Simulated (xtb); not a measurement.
H2O2Pb, SMILES [OH][Pb][OH] (connectivity only; charge and spin as stated), neutral, multiplicity 1. All values are semi-empirical tight-binding results from xtb (GFN2-xTB unless named), good for trends rather than for accurate numbers. Coordinates come from a GFN2-xTB optimisation. The values are those of a single conformer.

Optimised geometry:

```xyz
5

Pb     0.2638     0.0117     0.0000
O     -1.1432     1.5963     0.0000
H     -2.0805     1.4251     0.0000
O     -1.1857    -1.5824     0.0000
H     -0.9214    -2.4981     0.0000
```

For metal compounds this method's bond lengths and energies can be far off.

| Property | Result |
|---|---|
| point group as xtb finds it | Cs |
| orbital gap | 3.60 eV |
| zero-point energy | 14.7 kcal/mol |
| G − E(el) at 298.15 K (modified RRHO) | -4.1 kcal/mol |

Computed atomic charges and the Wiberg bond orders between heavy atoms:
charges (e) Pb1 0.77, O2 -0.65, H3 0.29, O4 -0.67, H5 0.26. Bond orders Pb1–O2 1.00, Pb1–O4 0.93.
